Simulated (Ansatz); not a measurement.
`B[O][GeH2][F]` + HI → `[F][GeH2][I]` + `BO` at 600 K and 1 bar (ligand exchange at a Ge–O bond).

Computed with Ansatz on PBE0-D4/def2-TZVP structures; ΔE is electronic, products minus reactants. CCSD(T)/CBS is the MP2 limit (def2-TZVPP, def2-QZVPP) plus CCSD(T) − MP2 in def2-TZVPP, frozen cores. This one scheme is used for every species. Elements past krypton have def2 core potentials. For Ge, I outer-core shells are correlated without core-valence functions, which leaves a few kJ/mol of doubt a bond. Scalar relativity is left out up to krypton. One conformer a species, not always the lowest.

| species | CCSD(T)/CBS energy (Eh) | H − E (kJ/mol) | S (J/(mol·K)) |
| --- | --- | --- | --- |
| `B[O][GeH2][F]` | -2278.36226 | 166.6 | 402.6 |
| HI | -298.03592 | 31.6 | 227.0 |
| `[F][GeH2][I]` | -2474.61172 | 87.3 | 368.3 |
| `BO` | -101.80414 | 119.7 | 267.1 |

H − E and S are ideal-gas, rigid-rotor, harmonic terms from PBE0-D4/def2-TZVP, for one conformer and one mirror image of each species. 1 Eh = 2625.50 kJ/mol, R = 8.31446 J/(mol·K).

Problem. By hand: ΔE, ΔH, ΔS and ΔG.

Solution. ΔE = (-2474.61172) + (-101.80414) − (-2278.36226) − (-298.03592) = -0.01768 Eh = -46.4 kJ/mol. Δ(H − E) = 87.3 + 119.7 − 166.6 − 31.6 = 8.8, so ΔH = -37.6 kJ/mol. ΔS = 368.3 + 267.1 − 402.6 − 227.0 = 5.8 J/(mol·K). ΔG = -37.6 − 600 × (5.8)/1000 = -41.1 kJ/mol.

Problem. By hand: the equilibrium constant, and the temperature at which ΔG would vanish if ΔH and ΔS stayed fixed.

Solution. log₁₀ K = −ΔG/(RT ln 10) = 3.6. ΔH and −TΔS have one sign here, so there is no such temperature.

The number of gas molecules stays the same, so ΔS is small and ΔH decides. A doubt of 5 kJ/mol in ΔE shifts log₁₀ K by 0.4 here. Other conformers and mirror images would add mixing entropy, several J/(mol·K) or more a flexible species. Modes under 60 cm⁻¹, often nearly free rotors, make the harmonic entropy too high. These are equilibria of isolated gas molecules and say nothing of rates. Largest T1 diagnostic: 0.014 (customary marks: 0.02 for closed shells, 0.045 for open ones).

ΔS is within the doubt of such terms, so its sign, and with it that verdict, could turn.
